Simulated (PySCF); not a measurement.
C2H4Cl2Si2, SMILES C#C[Si]([SiH3])(Cl)Cl. Heavy atoms are numbered as in [CH:1]#[C:2][Si:3]([SiH3:4])([Cl:5])[Cl:6]. Hydrogens are named by the atom that carries them.

The structure is a stationary point at B3LYP-D3(BJ)/def2-SVP. This is a generated structure with no PubChem entry under its InChIKey; it may be hypothetical.

Computed with KT2/pcSseg-1 (PySCF).

GIAO shieldings, no solvent; atoms alike by connectivity are averaged. δ = σ(ref) − σ: ¹³C against TMS (σ = 185.1 ppm); ²⁹Si against TMS (σ = 361.9 ppm); ³⁵Cl against HCl (σ = 945.4 ppm); ¹H against TMS (σ = 31.47 ppm), references at their B3LYP-D3(BJ)/def2-TZVP geometries, non-relativistic (without spin–orbit terms, shifts of atoms bonded to Cl or Br come out too high).

```tsv
nucleus	atoms	count	δ (ppm)
¹³C	C1 (CH)	1	99.8
¹³C	C2	1	82.2
²⁹Si	Si3	1	7.7
²⁹Si	Si4 (SiH3)	1	-94.3
³⁵Cl	Cl5	2	143.3
¹H	H on Si4	3	3.94
¹H	H on C1	1	3.39
```
